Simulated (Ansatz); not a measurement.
`[SiH3]C(Cl)Br` + HCl → `ClC(Cl)Br` + SiH₄  (substitution at a C–Si bond)

Computed with Ansatz on PBE0-D4/def2-TZVP structures; ΔE is electronic, products minus reactants. CCSD(T)/CBS adds triple-zeta CCSD(T) − MP2 to the extrapolated MP2 energy (def2 sets, frozen cores). This one scheme is used for every species. Functionals use def2-TZVPP. For Br outer-core shells are correlated without core-valence functions, which leaves a few kJ/mol of doubt a bond. Scalar relativity is left out up to krypton.

`[SiH3]C(Cl)Br`:

Cartesian coordinates in Å:
```
Si -0.001 0.978 0.127
C 0.159 -0.886 -0.167
Cl 0.333 -1.730 1.378
Br -1.399 -1.498 -1.157
H -0.101 1.655 -1.189
H -1.217 1.206 0.939
H 1.212 1.438 0.850
H 1.014 -1.162 -0.781
```

HCl:

Cartesian coordinates in Å:
```
Cl -0.452 0.453 0.002
H 0.452 -0.453 -0.002
```

`ClC(Cl)Br`:

```xyz
5

Cl    0.892   -0.326    1.462
C     0.075   -0.062   -0.067
Cl   -1.306   -1.127   -0.252
Br   -0.436    1.791   -0.278
H     0.776   -0.277   -0.865
```

SiH₄:

Z-matrix (Å, degrees):
```
Si
H 1 1.485
H 1 1.485 2 109.5
H 1 1.485 2 109.5 3 -120.0
H 1 1.485 2 109.5 3 120.0
```

```json
{"species": "`[SiH3]C(Cl)Br`", "PBE-D4 energy (Eh)": "-3363.61283"}
{"species": "HCl", "PBE-D4 energy (Eh)": "-460.62759"}
{"species": "`ClC(Cl)Br`", "PBE-D4 energy (Eh)": "-3532.49179"}
{"species": "SiH₄", "PBE-D4 energy (Eh)": "-291.72329"}
```

(1) Work out ΔE.

Largest T1 diagnostic among the species: 0.011.

Results:

(1) ΔE = (-3532.49179) + (-291.72329) − (-3363.61283) − (-460.62759) = 0.02534 Eh = +0.69 eV. CCSD(T)/CBS gives +0.80 eV.

From PBE to PBE0 (25 % exact exchange), in def2-TZVPP and without D4, ΔE moves by +0.07 eV. The D4 term adds +0.04 eV with B3LYP and +0.02 eV with PBE0; it sums over pairs of atoms, weighted by their polarisabilities, and B3LYP, whose exchange is more repulsive, gets the larger term.

B3LYP here is the variant with VWN-RPA as its local correlation; programs differ in this.
